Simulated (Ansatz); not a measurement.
(1) Predict a relaxed structure of cis-OsCl2(PF3)4 (P₄OsCl₂F₁₂), charge 0, singlet, at PBE-D4/def2-SVP (Ansatz).

Answers

(1) 
Cartesian coordinates in Å:
```
Cl -0.826 2.581 0.681
Cl 2.372 1.482 0.072
F 2.201 -1.348 -1.815
F 0.580 -2.774 -0.717
F 2.460 -1.901 0.536
F -2.289 -1.289 -1.287
F -3.160 0.182 0.430
F -1.996 -1.846 1.064
F 0.321 0.328 -3.311
F 0.599 2.582 -2.451
F -1.610 1.561 -2.502
F 1.111 -1.055 2.984
F -0.942 0.223 3.213
F 1.205 1.367 3.124
Os 0.158 0.426 0.078
P 1.340 -1.383 -0.473
P -1.815 -0.595 0.078
P -0.115 1.225 -2.065
P 0.406 0.235 2.362
```
Point group Cs (tolerance 0.1 Å). The metal has 6 neighbours: Cl 2.44 Å, Cl 2.45 Å, P 2.23 Å, P 2.22 Å, P 2.30 Å, P 2.31 Å. This is one stationary point.

In the def2 sets Os takes a core potential; there is no spin–orbit coupling.
